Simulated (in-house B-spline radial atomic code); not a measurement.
## RPA and G0W0 on PBEsol: Ga²⁺

Configuration [Ar] 3d10 4s1, highest spin, mean-field start PBEsol. Computed with a B-spline radial code for spherical atoms: all electrons, scalar-relativistic (spin-free one-electron X2C), finite nucleus, each spin shell either full or empty, empty states to l = 9 with an (l + 1/2)⁻⁴ tail; G0W0 by contour deformation at full frequency.

RPA overbinds a lone outer s electron by self-correlation, and G0W0 tends to as well.

Command:
```bash
python run_gw.py task.json out
```
Settings (radii: box in bohr, nucleus in fm):
```
Z                        31
electrons                29
configuration            [Ar] 3d10 4s1
hamiltonian              x2c
method                   pbesol
lmax                     9
rms_radius               3.9973
spin_polarised           True
box_radius               17.55
intervals                70
ion_configuration        [Ar] 3d10
```

Cost of the run: 7.8 s on 1 thread of Arm Neoverse N1, with other jobs on the host.

Energies (hartree):

| term | value |
| --- | --- |
| mean-field total | -1941.14743 |
| Hartree-Fock functional on these orbitals | -1941.30432 |
| direct second order | -2.6902 |
| second-order exchange | 0.77851 |
| SOSEX correction | 0.69613 |

**Question.** What is the RPA correlation energy, and what remains with SOSEX?

**Answer.** RPA gives -2.2273 hartree (-2.09 eV per electron); RPA + SOSEX gives -1.5311, and the second-order doubles -1.9117 hartree (no singles). SOSEX takes back 31 % of the RPA value.

Quasi-particle levels (eV):

```tsv
level	occupied	mean field	Σx - vxc	Σc	QP weight	G0W0
4s up	yes	-26.720	-3.38	?	?	?
4s down	no	-25.103	6.95	-2.61	0.925	-20.766
```

G0W0 = mean field + (Σx - vxc) + Σc, with Σc (partial-wave tail included) taken at the quasi-particle energy. Only the outer levels were computed. Levels of low weight are left out.

**Question.** Where does G0W0 put 4s up?

**Answer.** At -31.64 eV, with Σc = -1.54 eV and a quasi-particle weight of 0.952. The tabulated removal energy is 30.726 eV (NIST, measured); the calculation leaves out spin-orbit coupling, Breit and QED terms, and what these don't explain is the method's own error.

**Question.** What does it cost to remove one electron (to [Ar] 3d10) by differences of total energies, each species on its own start (correlation terms add to the Hartree-Fock functional)?

**Answer.** PBEsol 31.52 eV, Hartree-Fock functional 29.451 eV, + RPA 31.35 eV, + RPA + SOSEX 30.58 eV, + second order 31.43 eV. Tabulated: 30.726 eV (NIST, measured); the calculation leaves out spin-orbit coupling, Breit and QED terms, and what these don't explain is the method's own error.
